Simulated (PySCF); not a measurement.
## Electron correlation in Tc(29+) (technetium, charge +29)

[Ne] 3s2 3p2, high-spin 3P determinant. Calculation: PySCF 2.14, in an even-tempered Gaussian basis (18 s from 3.9 bohr⁻², ratio 2.5; 12 p from 5 bohr⁻², ratio 2.5; 5 d from 22 bohr⁻², ratio 2.7; 4 f from 32 bohr⁻², ratio 2.7); scalar relativity by spin-free X2C-1e. Frozen: 1s2; 12 electrons correlated; the 22 highest virtual orbitals of each spin left out.

```csv
level,correlation energy (mhartree)
CCSD,-501.20
(T),-1.38
CCSD(T),-502.58
```

Diagnostics: T1 = 0.00097, D1 = 0.0042, largest double amplitude 0.067.

Spin-orbit coupling is strong in this species (close to jj coupling), so the high-spin LS determinant is a model state, not a physical level.

Cost of the coupled-cluster step: about 30 core-seconds, for 12 correlated electrons.

Iterations:

```
CC2 = 0
CCSD nocc = (np.int64(7), np.int64(5)), nmo = (84, 84)
frozen orbitals [[0, 85, 86, 87, 88, 89, 90, 91, 92, 93, 94, 95, 96, 97, 98, 99, 100, 101, 102, 103, 104, 105, 106], [0, 85, 86, 87, 88, 89, 90, 91, 92, 93, 94, 95, 96, 97, 98, 99, 100, 101, 102, 103, 104, 105, 106]]
max_cycle = 100
direct = 0
conv_tol = 1e-08
conv_tol_normt = 1e-06
diis_space = 8
diis_start_cycle = 0
Init t2, MP2 energy = -0.479040575593745
Init E_corr(UCCSD) = -0.479040575593764
cycle = 1  E_corr(UCCSD) = -0.49527513680235  dE = -0.0162345612  norm(t1,t2) = 0.0170996
cycle = 2  E_corr(UCCSD) = -0.499499602484766  dE = -0.00422446568  norm(t1,t2) = 0.00520905
cycle = 3  E_corr(UCCSD) = -0.501227072209547  dE = -0.00172746972  norm(t1,t2) = 0.00169596
cycle = 4  E_corr(UCCSD) = -0.501201602055383  dE = 2.54701542e-05  norm(t1,t2) = 0.000102515
cycle = 5  E_corr(UCCSD) = -0.501202042150276  dE = -4.40094893e-07  norm(t1,t2) = 4.60789e-06
cycle = 6  E_corr(UCCSD) = -0.501201982817785  dE = 5.93324911e-08  norm(t1,t2) = 3.06492e-07
cycle = 7  E_corr(UCCSD) = -0.501201981992447  dE = 8.25338242e-10  norm(t1,t2) = 3.58015e-08
UCCSD converged
E(UCCSD) = -3667.789298785936  E_corr = -0.5012019819924468
UCCSD(T) correction = -0.0013849616408473
```

At this charge the one-electron X2C treatment keeps the bare 1/r₁₂, with no two-electron picture change or Breit term. The effect here is smaller than on the frozen 1s shell; and a scalar Hamiltonian misses the large spin-orbit splitting of the p shells, which matters for ns² → np² pairs.

Spin-orbit coupling is strong in this species, so the high-spin LS determinant is a model state.
